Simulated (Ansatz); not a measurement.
CsF (SMILES [F][Cs]), singlet, at a GFN2-xTB geometry (such geometries of metal compounds can be far from the true shape) (core potentials on Cs), atoms displaced at random by about 0.05 Å a coordinate; PBE0/def2-SVP (Ansatz, a program for electronic structure).

The Ansatz input:
Ansatz 0.2 input:
```yaml
crystal:
  periodic: [false, false, false]
  atoms:
    - {symbol: Cs, position_ang: [-0.02685389, -0.01512500, -0.34686570]}
    - {symbol: F, position_ang: [-0.09742623, 0.06458359, 1.98162748]}
basis:
  gaussian:
    orbitals: def2-SVP
hamiltonian:
  xc: pbe0
relax: {f_tol: 0.1}
```

Output, abridged:

```
Functional definition: PBE0
382 factors; integrals over basis functions are off by at most 4.7e-4 eV
mean field evaluation 1: about -3257.4696 eV, gradient 4.7e1 eV
mean field evaluation 2: about -2951.6678 eV, gradient 2.0e2 eV
mean field evaluation 4: about -3261.5012 eV, gradient 1.9e0 eV
mean field evaluation 8: about -3261.5149 eV, gradient 5.0e-2 eV
mean field -3261.51490729 eV, -119.8584621088 hartree, gradient 5.0e-5 eV, S^2 0.000000; 0 other end points of the search recorded, 0 dependent functions left out
the calculation of the forces begins
reference -3261.51494694 eV, -119.8584635659 hartree; 9, 9 occupied and 29, 29 virtual orbitals, 382 factors
relax step   1: F+E_penalty+E_count = -3261.51490729 eV  Δ(F+E_penalty+E_count) = +0.000e0 eV  max|allowed force component| = 6.034e-1 eV/Å  Δτ_max = 0.0000 Å  (22 SCF iters, accepted)
these checks for a lower state are left out or cut short: starts, cluster_reference, orbital_swaps, neighbouring_geometries, increment
382 factors; integrals over basis functions are off by at most 5.1e-4 eV
mean field evaluation 16: about -3261.5204 eV, gradient 6.6e-2 eV
mean field -3261.51763701 eV, -119.8585624242 hartree, gradient 2.4e-5 eV, S^2 0.000000; 0 other end points of the search recorded, 0 dependent functions left out
the calculation of the forces begins
reference -3261.51767593 eV, -119.8585638543 hartree; 9, 9 occupied and 29, 29 virtual orbitals, 382 factors
relax step   2: F+E_penalty+E_count = -3261.51763701 eV  Δ(F+E_penalty+E_count) = -2.730e-3 eV  max|allowed force component| = 4.728e-1 eV/Å  Δτ_max = 0.0616 Å  (24 SCF iters, accepted)
these checks for a lower state are left out or cut short: starts, cluster_reference, orbital_swaps, neighbouring_geometries, increment
382 factors; integrals over basis functions are off by at most 4.8e-4 eV
mean field -3261.53196914 eV, -119.8590891203 hartree, gradient 1.9e-5 eV, S^2 0.000000; 0 other end points of the search recorded, 0 dependent functions left out
the calculation of the forces begins
reference -3261.53200838 eV, -119.8590905623 hartree; 9, 9 occupied and 29, 29 virtual orbitals, 382 factors
relax step   3: F+E_penalty+E_count = -3261.53196914 eV  Δ(F+E_penalty+E_count) = -1.433e-2 eV  max|allowed force component| = 1.210e-1 eV/Å  Δτ_max = 0.0375 Å  (24 SCF iters, accepted)
these checks for a lower state are left out or cut short: starts, cluster_reference, orbital_swaps, neighbouring_geometries, increment
382 factors; integrals over basis functions are off by at most 4.9e-4 eV
mean field evaluation 32: about -3261.5350 eV, gradient 8.7e-4 eV
mean field -3261.53278346 eV, -119.8591190457 hartree, gradient 1.9e-5 eV, S^2 0.000000; 0 other end points of the search recorded, 0 dependent functions left out
the calculation of the forces begins
reference -3261.53282261 eV, -119.8591204847 hartree; 9, 9 occupied and 29, 29 virtual orbitals, 382 factors
relax step   4: F+E_penalty+E_count = -3261.53278346 eV  Δ(F+E_penalty+E_count) = -8.143e-4 eV  max|allowed force component| = 4.695e-3 eV/Å  Δτ_max = 0.0065 Å  (25 SCF iters, accepted)
382 factors; integrals over basis functions are off by at most 4.9e-4 eV
mean field -3261.53278346 eV, -119.8591190457 hartree, gradient 1.9e-5 eV, S^2 0.000000; 1 other end points of the search recorded, 0 dependent functions left out
the calculation of the forces begins
reference -3261.53282261 eV, -119.8591204847 hartree; 9, 9 occupied and 29, 29 virtual orbitals, 382 factors
Total energy: -3261.53282261 eV, -119.8591204847 hartree
Atom 0 at    -0.025929    -0.016169    -0.377376 Å, force     0.000142    -0.000161    -0.004695 eV/Å
Atom 1 at    -0.098351     0.065628     2.012138 Å, force    -0.000142     0.000161     0.004695 eV/Å
Dipole moment:     0.048431    -0.054701    -1.597957 e Å
```
